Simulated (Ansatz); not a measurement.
Relaxation of AlClFH3O (7 atoms, charge 0, multiplicity 1), to a largest force component of 0.03 eV/Å in at most 50 steps.

All numbers below come from Ansatz 0.2.0, RKS B3LYP/def2-SVP.

```xyz
7
Properties=species:S:1:pos:R:3
Al 0.133 -0.664 -0.433
H 0.109 0.015 2.239
Cl 1.836 0.385 -1.020
O -1.389 -0.120 -0.908
H -2.234 -0.545 -0.729
F 0.324 -2.082 0.442
H 0.203 -0.665 2.023
```

Where does it end, and by what steps?

It converged. After 8 steps the energy has fallen by 0.094 eV; H2 moved furthest, 0.40 Å.

```tsv
step	energy less start (eV)	largest force component (eV/Å)	accepted
0	0.0000	1.702	yes
1	-0.0487	0.826	yes
2	-0.0657	0.614	yes
3	-0.0805	0.474	yes
4	-0.0760	0.868	no
5	-0.0905	0.114	yes
6	-0.0903	0.119	no
7	-0.0926	0.039	yes
8	-0.0937	0.014	yes
```

```xyz
7
Properties=species:S:1:pos:R:3
Al 0.143 -0.706 -0.306
H 0.068 0.140 1.863
Cl 1.837 0.400 -0.822
O -1.375 -0.092 -0.718
H -2.215 -0.553 -0.642
F 0.332 -2.259 0.266
H 0.192 -0.606 1.974
```

Whether the end is a true minimum wasn't checked by a vibrational analysis.

The run took 27 s on 1 thread of Arm Neoverse V2, on a shared host, peak memory 0.15 GiB.
